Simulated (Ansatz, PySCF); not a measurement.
Gas-phase reaction R1 → P1 + P2, each structure at its B3LYP-D3(BJ)/def2-TZVP stationary point, reached from a drawn start (curvature not checked).
R1: CF6Si (SMILES FC(F)(F)[Si](F)(F)F), charge 0, multiplicity 1.
P1: SiF4 (SMILES F[Si](F)(F)F), charge 0, multiplicity 1.
P2: CF2 (SMILES F[C]F), charge 0, multiplicity 1.

P less R. No zero-point or thermal terms.

Programs: Ansatz (a first-principles code); PySCF for the D3/D4 terms. No computed number here is a measurement.

**Question.** One of these levels gives 12.60 kcal/mol for the reaction energy. Name it.
A) HF/aug-cc-pV(D+d)Z
B) r2SCAN-D3(BJ)/def2-TZVPPD
C) PBE-D4/def2-TZVPPD
D) BLYP-D3(BJ)/def2-TZVPPD

**Answer.** D, BLYP-D3(BJ)/def2-TZVPPD. The others give 8.76 (HF/aug-cc-pV(D+d)Z), 20.12 (PBE-D4/def2-TZVPPD), 18.16 (r2SCAN-D3(BJ)/def2-TZVPPD)
